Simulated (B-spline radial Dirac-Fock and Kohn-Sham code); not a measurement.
**Kohn-Sham estimates against Dirac-Fock for the levels of Ce³⁷⁺**

System: the Ce³⁷⁺ ion, configuration [Ar] 3d3.

The density-functional columns are spherical, spin-unpolarised Dirac-Kohn-Sham results without Breit or QED terms: −ε is minus the orbital energy of the initial state and ΔSCF the difference of two total energies. The reference in the last column comes from ΔSCF Dirac-Fock with Breit, self-energy and vacuum polarisation, finite nucleus, configuration average. All numbers are from an atomic code on a B-spline grid, in eV; a selection of levels is shown. For the 1s level of heavy atoms much of the gap between ΔSCF and the reference is the Breit and QED part, -157.3 eV here; for other levels the error of the functional can be larger.

| level | LDA −ε | LDA ΔSCF | Dirac-Fock |
| --- | --- | --- | --- |
| K (1s) | 42113.6 | 42552.8 | 42407.0 |
| L1 (2s) | 8308.1 | 8411.5 | 8456.5 |
| L2 (2p1/2) | 7968.2 | 8091.9 | 8082.8 |
| L3 (2p3/2) | 7516.5 | 7632.2 | 7635.0 |
| M1 (3s) | 2998.7 | 3042.5 | 3065.7 |
| M2 (3p1/2) | 2866.0 | 2912.1 | 2912.0 |
| M3 (3p3/2) | 2761.0 | 2805.4 | 2807.7 |
| M4,5 (3d) | 2537.5 | 2587.9 | 2586.1 |

Values without a named source are computed, but for edge energies of neutral atoms, which are taken from tables.
